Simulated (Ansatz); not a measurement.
```xyz
7

C    -0.623   -0.792    0.539
In    0.542    0.690   -0.447
Cl    0.933    2.802    0.445
Br    1.622    0.407   -2.642
H    -0.321   -1.779    0.192
H    -0.480   -0.703    1.615
H    -1.673   -0.625    0.297
```

Charge 0, multiplicity 1. In: def2 effective core potential.

List the ωB97M-V/def2-TZVPP orbital energies in eV (Ansatz). (Estimate.)

Ansatz gave: Occupied: -13156.48, -2771.48, -1708.80, -1536.99, -1536.95, -1536.94, -282.15, -261.85, -241.64, -199.31, -199.21, -199.19, -181.30, -181.15, -181.13, -132.30, -88.75, -88.52, -88.44, -74.68, -74.64, -74.62, -74.50, -74.50, -25.86, -25.44, -25.21, -25.09, -25.04, -24.15, -23.38, -22.41, -14.58, -14.53, -14.52, -11.80, -11.77, -11.41, -10.70, -10.70, -10.39. Lowest empty: 0.00, 0.14, 1.64, 1.68, 2.28, 3.32, 3.68, 4.46.
